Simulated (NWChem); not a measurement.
Molecule: C3H9F3Si2; SMILES C[Si](C)(C)[Si](F)(F)F

```xyz
17

C      1.6037    -0.8130    -1.7745
Si     0.0000     0.0000    -1.1812
C     -0.0978     1.7953    -1.7745
C     -1.5059    -0.9824    -1.7745
Si     0.0000     0.0000     1.1540
F     -1.3242     0.6711     1.7723
F      1.2433     0.8113     1.7723
F      0.0809    -1.4824     1.7723
H      2.4873    -0.2675    -1.4246
H      1.6358    -0.8294    -2.8712
H      1.6863    -1.8480    -1.4242
H      0.7573     2.3843    -1.4242
H     -1.0120     2.2879    -1.4246
H     -0.0996     1.8313    -2.8712
H     -1.5362    -1.0019    -2.8712
H     -1.4753    -2.0204    -1.4246
H     -2.4435    -0.5364    -1.4242
```
Atoms are numbered in this order, from 1.

Results from NWChem. The geometry was optimised at B3LYP/6-31G* (spherical d). Not confirmed as a minimum by frequencies. Level: M05-2X/def2-SVP with SMD (1 M gas to 1 M solution), gas-phase geometry. Reactions with the solvent are ignored.

For solvent 1,4-dioxane:

| Item | Result |
|---|---|
| solvation free energy (kcal/mol) | -1.0 |
| cavity-dispersion-structure term (kcal/mol) | 1.7 |

### Question
How do the values read with solvent toluene instead?

### Answer
| Item | Value |
|---|---|
| solvation free energy (kcal/mol) | -2.9 |
| cavity-dispersion-structure term (kcal/mol) | 0.0 |
